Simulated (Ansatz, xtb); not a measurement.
H3PSi3: which of two structures lies lower

Structure a is a singlet given by its coordinates and structure b is a singlet given by its coordinates. Both are isolated molecules in the gas phase, relaxed with B3LYP-D3(BJ)/def2-SVP.

a (Å):

```yaml
atoms:
  - { symbol: P, position_ang: [-3.0684, -0.3280, -0.1289] }
  - { symbol: Si, position_ang: [-3.3750, -2.0955, 1.1605] }
  - { symbol: Si, position_ang: [-1.9230, -0.5256, 2.1265] }
  - { symbol: Si, position_ang: [-0.8800, 0.1718, 0.2247] }
  - { symbol: H, position_ang: [-2.4120, 0.5363, 3.0686] }
  - { symbol: H, position_ang: [-0.4834, 1.5761, -0.0795] }
  - { symbol: H, position_ang: [0.0759, -0.7854, -0.3904] }
```

Close contacts (Å): P1–Si2 2.21, P1–Si4 2.27, Si2–Si3 2.35, Si3–Si4 2.28, Si3–H5 1.50, Si4–H6 1.49, Si4–H7 1.49.

b (Å):

```xyz
7

P    -3.1867    1.0852   -0.5641
Si   -1.8865   -1.1419    1.6876
Si   -2.5659    1.2037    1.5233
Si   -1.7013   -0.5175   -0.4961
H    -3.1166   -1.9371    1.9524
H    -0.7573   -1.6364    2.5300
H    -0.3521   -0.2822   -1.1181
```

Close contacts (Å): P1–Si3 2.18, P1–Si4 2.19, Si2–Si3 2.45, Si2–Si4 2.28, Si2–H5 1.49, Si2–H6 1.49, Si4–H7 1.50.

Energies in hartree; the thermal terms are from B3LYP-D3(BJ)/def2-SVP harmonic frequencies (ideal gas, rigid rotor, one conformer each, 298.15 K, 1 atm) and include the zero-point energy:

```
                               a            b
E, CCSD(T)/def2-SVP  −1209.301569  −1209.298783
    E, MP2/def2-SVP  −1209.231088  −1209.227898
  E, MP2/def2-TZVPP  −1209.754505  −1209.750138
  zero-point energy      0.028535      0.028173
       H(298 K) − E      0.035574      0.035311
       G(298 K) − E     −0.001671     −0.002093
```

Question: Correct the CCSD(T) difference for the basis set by the MP2 change, then work out ΔE, ΔE₀, ΔH and ΔG for a → b in kJ/mol (1 Eh = 2625.50 kJ/mol) and the equilibrium ratio [b]/[a].

Answer: 1. Differences b − a: CCSD(T) +0.002786, MP2 in the small set +0.003190, MP2 in the large set +0.004367 Eh.
2. ΔE = +0.002786 + (+0.004367 − (+0.003190)) = +0.003963 Eh = +10.40 kJ/mol.
3. ΔE₀ = ΔE + ΔZPE = +0.003963 + (−0.000362) Eh = +9.45 kJ/mol.
4. ΔH = ΔE + (−0.000263) Eh = +9.71 kJ/mol.
5. ΔG = ΔE + (−0.000422) Eh = +9.30 kJ/mol, so ΔS = (ΔH − ΔG)/T = +1.4 J/(mol K).
6. kT = 0.9442 mEh, so K = [b]/[a] = exp(−ΔG/kT) = exp(−3.75) ≈ 0.024.

Structure a is favoured at this temperature. An error of 4 kJ/mol in ΔG would change K by a factor of 5. Large T1 diagnostics make the coupled-cluster value less sure. Mirror images and further conformers aren't counted.

Other levels gave ΔE = +4.8 (B3LYP-D3(BJ)/def2-SVP); +25.7 (HF/def2-SVP); +8.4 (MP2/def2-SVP); +7.3 (CCSD(T)/def2-SVP) kJ/mol. The correlated steps freeze 20 core orbitals. Programs: Ansatz 0.2.0.
